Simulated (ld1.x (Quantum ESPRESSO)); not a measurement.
**In (Z = 49) TM: all-electron and pseudo phase curves**

indium, norm-conserving Troullier–Martins (Kleinman–Bylander form), made with ld1.x (Quantum ESPRESSO) 7.5 (PBE, scalar-relativistic). Core [Kr] 4d10, reference 5s1.75 5p1.25. Waves: 5s (bound): rc 1.90 bohr; 5d channel at -0.1 Ry: rc 2.20 bohr; 5p (bound): rc 2.80 bohr. Local part: the p channel. Core correction: a·sin(br)/r model core inside 1.75 bohr.

The phase is arctan(r·u′/u) with u = r·R(r), unwrapped; energies in Ry, scanned from -3 to 5 Ry. A pole is an energy at which the radial function vanishes at the test radius. The pseudo phase is shifted by a multiple of π to meet the all-electron one at the reference energy, and phase errors are pseudo minus all-electron; the curves can meet again beyond the range given. Levels narrower than the energy grid can be missing from the lists of poles.

```tsv
channel	radius (bohr)	reference energy (Ry)	poles, all-electron	poles, pseudo	unbroken range about the reference energy with phases within 0.05 rad	phase error 1 Ry above the reference energy (rad)
s	3.05	-0.62	0.17	0.14, 2.57	below 0.9	-0.016
p	3.05	-0.20	1.15	1.11	below 2.3	-0.006
d	3.05	-0.10	-1.36, 2.96	-1.51, 2.71	-1.3 to 0.8	-0.066
```

Note: ghost state, extra bound levels that the all-electron valence spectrum of the same l lacks: d at -21.1 eV. A true bound ghost makes a file unfit for plane-wave use.

Phases in the p channel:

```csv
E (Ry),all-electron,pseudo
-3.00,1.362,1.361
-2.52,1.338,1.337
-2.04,1.303,1.302
-1.56,1.246,1.245
-1.08,1.136,1.135
-0.60,0.826,0.824
-0.12,-0.470,-0.470
0.36,-1.294,-1.298
0.84,-1.501,-1.508
1.32,-1.600,-1.611
1.80,-1.672,-1.692
2.28,-1.746,-1.792
2.76,-1.853,-1.985
3.24,-2.079,-2.756
3.72,-2.881,-4.154
4.20,-4.074,-4.478
4.68,-4.413,-4.592
```
